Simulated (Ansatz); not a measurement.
FH₅SSi₂ (`F[SiH2][SiH2]S`) from Hartree–Fock to CCSD(T)

Cartesian coordinates in Å:
```
F -0.728 -0.288 -2.014
Si -0.690 -1.016 -0.580
Si 0.161 0.535 0.956
S 1.975 1.345 0.154
H -2.072 -1.463 -0.264
H 0.201 -2.199 -0.694
H 0.553 -0.137 2.221
H -0.837 1.594 1.267
H 1.438 1.629 -1.046
```

The species carries charge 0 and has multiplicity 1. The geometry is a stationary point of PBE0-D4/def2-TZVP. It is one conformer, not always the lowest. Frozen core, restricted reference, the Gaussian-basis code of Ansatz. CBS rows extrapolate triple and quadruple zeta; past MP2 they add the triple-zeta difference.

```
     basis      HF (Eh)  MP2 corr.  CCSD corr.       (T)  CCSD(T) total
  def2-SVP            ?          ?    -0.56653  -0.01266              ?
def2-TZVPP  -1077.91517   -0.67361    -0.72737         ?              ?
def2-QZVPP  -1077.94955          ?           –         –              –
 CBS(def2)  -1077.95429   -0.77767    -0.83143     as TZ    -1078.81150
```

Task: Fill in the withheld values. (Best estimate.)

Result: The calculation gave: def2-SVP HF (Eh): -1077.43258; def2-SVP MP2 corr.: -0.51199; def2-SVP CCSD(T) total: -1078.01177; def2-TZVPP (T): -0.02578; def2-TZVPP CCSD(T) total: -1078.66832; def2-QZVPP MP2 corr.: -0.73339.
